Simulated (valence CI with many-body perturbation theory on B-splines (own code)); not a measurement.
# E1 line list for Rb4+

Method: configuration interaction combined with many-body perturbation theory (CI+MBPT): five valence electrons over a frozen Dirac-Fock core [Ar] 3d10, radial functions for each j: 11 s, 11 p, 10 d, 8 f, 5 g, 2 h, with the one-electron correlation potential Σ1 (screened to all orders), the two-electron term Σ2, the three-electron term Σ3, Breit, model QED; selected single and double excitations, second order for the rest, scaled by the run's own slope (own B-spline code, finite nucleus).

Set against measurement, 17 paired levels are off by 116 cm⁻¹ on average, the worst by 227. These come from a selection out of Sansonetti, J. Phys. Chem. Ref. Data 35, 301 (2006). Levels without a partner in it may be off by more. Among the levels kept, up to 3400 cm⁻¹ of a level comes from second order outside the variational space, and about a tenth of that is noise between levels of different J, which matters for small intervals. 2 measured levels below the end of the list, from 268680 cm⁻¹ on, found no clear computed partner, and computed levels of the same name lie up to 4452 cm⁻¹ from them.

Lines 251 to 300 of 599 in falling wavelength, among levels below 49.919 eV, chosen from the strongest by gf and those to the six lowest levels. Wavelengths and rates use the calculated energies, so an error of 100 cm⁻¹ moves a line at 771.0 Å by 0.077 % and its rate by three times that or more. Electric multipoles are in the length gauge, E1 and E2 with the static RPA response of the core. Weak lines are less certain than strong ones. Lines between different terms over intervals too small for the method are left out, as are lines whose strength nearly cancels. Where a level lies close to another of its J and parity, the split of strength between their lines is uncertain. The highest levels of a list are the least certain.

Names give the largest LS component (configuration and term), which can be under half, so a name can repeat, a term be missing and a line seem to break the LS rules; names also repeat where a configuration has a term twice. Letters in brackets count levels of one name in rising energy.

```csv
λ vac (Å),λ from measured levels,Upper,Lower,A (s⁻¹),S (a.u.)
805.9,,4p5 2P°_3/2,4s2 4p2 4d 2P_3/2 [a],5.73e+08,5.92e-01
802.2,,4s2 4p2 4f 2H°_9/2,4s2 4p2 4d 2F_7/2 [b],4.51e+08,1.15e+00
799.8,,4s2 4p2 4f 2F°_7/2 [a],4s2 4p2 4d 2D_5/2 [a],9.58e+08,1.94e+00
798.0,,4s2 4p2 4f 4G°_5/2 [a],4s2 4p2 4d 2D_3/2 [a],3.44e+08,5.17e-01
796.0,,4s2 4p2 4f 2D°_5/2 [a],4s2 4p2 4d 2P_3/2 [b],3.25e+08,4.85e-01
790.5,,4s2 4p2 4f 4F°_9/2,4s2 4p2 4d 2F_7/2 [b],4.10e+08,9.99e-01
789.2,,4s2 4p2 4f 4D°_7/2 [b],4s2 4p2 4d 4P_5/2,8.10e+08,1.57e+00
788.7,,4s2 4p2 4f 4D°_5/2,4s2 4p2 4d 4P_3/2,5.85e+08,8.50e-01
786.8,,4s2 4p2 4f 2G°_7/2 [c],4s2 4p2 4d 2F_5/2 [b],3.98e+08,7.65e-01
786.6,,4s 4p3 4d 2F°_5/2 [a],4s2 4p2 4d 2D_3/2 [b],4.34e+08,6.25e-01
785.1,,4s2 4p2 4f 4D°_3/2,4s2 4p2 4d 4P_1/2,4.63e+08,4.42e-01
782.5,,4s2 4p2 4f 2D°_3/2 [b],4s2 4p2 4d 2P_1/2 [b],3.77e+08,3.56e-01
781.1,,4s2 4p2 4f 2F°_7/2 [b],4s2 4p2 4d 2D_5/2 [a],9.42e+08,1.77e+00
780.3,,4s2 4p2 4f 4D°_1/2,4s2 4p2 4d 4P_1/2,1.05e+09,4.91e-01
779.8,,4s2 4p2 4f 4D°_3/2,4s2 4p2 4d 4P_3/2,7.55e+08,7.07e-01
778.4,,4s 4p3 4d 4P°_5/2 [a],4s2 4p2 4d 2D_3/2 [a],2.56e+08,3.58e-01
777.1,,4s2 4p2 4f 2P°_3/2 [b],4s2 4p2 4d 2S_1/2,7.30e+08,6.76e-01
776.1,,4s2 4p2 4f 4D°_5/2,4s2 4p2 4d 4P_5/2,3.53e+08,4.89e-01
775.0,,4s 4p3 4d 2D°_5/2,4s2 4p2 4d 2P_3/2 [c],3.80e+08,5.24e-01
771.6,,4s2 4p2 4f 2D°_5/2 [b],4s2 4p2 4d 2D_5/2 [b],3.52e+08,4.79e-01
771.0,769.5,4s 4p4 2D_5/2,4s2 4p3 2P°_3/2,1.71e+08,2.31e-01
763.5,,4s2 4p2 4f 2G°_7/2 [c],4s2 4p2 4d 2D_5/2 [b],3.35e+08,5.89e-01
762.5,,4s 4p3 4d 4F°_9/2 [a],4s2 4p2 4d 4F_9/2,2.59e+08,5.66e-01
757.6,756.0,4s 4p4 2D_3/2,4s2 4p3 2P°_1/2,8.18e+07,7.02e-02
754.4,,4s2 4p2 5p 2P°_3/2 [a],4s2 4p2 4d 2P_3/2 [a],4.96e+08,4.20e-01
753.0,,4s 4p3 4d 4F°_7/2,4s2 4p2 4d 4F_7/2,2.66e+08,4.49e-01
744.3,,4s 4p3 4d 4F°_5/2,4s2 4p2 4d 4F_5/2,2.83e+08,3.45e-01
736.7,735.7,4s 4p4 4P_5/2,4s2 4p3 4S°_3/2,5.24e+08,6.21e-01
735.2,,4s2 4p2 4f 2F°_5/2,4s2 4p2 4d 2D_3/2 [a],1.18e+09,1.39e+00
710.9,709.9,4s 4p4 4P_3/2,4s2 4p3 4S°_3/2,5.81e+08,4.12e-01
700.4,699.3,4s 4p4 4P_1/2,4s2 4p3 4S°_3/2,6.17e+08,2.09e-01
691.3,,4s 4p3 5s 4S°_3/2,4s2 4p2 4d 4P_5/2,6.35e+08,4.14e-01
689.4,,4s2 4p2 4f 4D°_7/2 [a],4s2 4p2 4d 4D_5/2,3.02e+08,3.91e-01
686.8,,4s 4p3 4d 4D°_5/2 [c],4s2 4p2 4d 4P_3/2,4.60e+08,4.41e-01
685.8,,4p5 2P°_3/2,4s 4p4 2D_5/2,1.04e+09,6.65e-01
683.2,,4s 4p3 4d 4D°_7/2 [c],4s2 4p2 4d 4P_5/2,1.04e+09,1.31e+00
682.1,,4s2 4p2 4f 4F°_5/2 [a],4s2 4p2 4d 4D_3/2,5.06e+08,4.76e-01
680.4,679.4,4s 4p4 2D_5/2,4s2 4p3 2D°_5/2,8.79e+08,8.20e-01
677.3,,4s 4p3 4d 4D°_5/2 [c],4s2 4p2 4d 4P_5/2,3.48e+08,3.20e-01
675.2,,4s 4p3 4d 4F°_3/2 [b],4s2 4p2 4d 4D_1/2,5.98e+08,3.63e-01
674.8,673.7,4s 4p4 2D_3/2,4s2 4p3 2D°_3/2,1.12e+09,6.82e-01
669.4,,4s2 4p2 4f 2G°_7/2 [a],4s2 4p2 4d 4D_5/2,1.01e+09,1.20e+00
668.7,,4s2 4p2 4f 2G°_9/2 [a],4s2 4p2 4d 2F_7/2 [a],1.52e+09,2.24e+00
668.0,,4s2 4p2 4f 4D°_7/2 [a],4s2 4p2 4d 2F_5/2 [a],5.01e+08,5.89e-01
667.7,,4s2 4p2 4f 2D°_5/2 [b],4s2 4p2 4d 2P_3/2 [b],7.10e+08,6.26e-01
663.7,,4s 4p3 4d 4F°_9/2 [b],4s2 4p2 4d 4D_7/2,6.01e+08,8.67e-01
663.6,,4s2 4p2 4f 2G°_9/2 [b],4s2 4p2 4d 2G_7/2,1.54e+09,2.21e+00
663.3,,4s2 4p2 4f 2P°_1/2,4s2 4p2 4d 2P_1/2 [a],1.07e+09,3.07e-01
660.4,659.3,4s2 4p2 4d 2P_3/2 [a],4s2 4p3 2P°_3/2,1.35e+08,7.70e-02
659.3,,4s2 4p2 4f 4F°_7/2,4s2 4p2 4d 4P_5/2,3.06e+08,3.47e-01
```
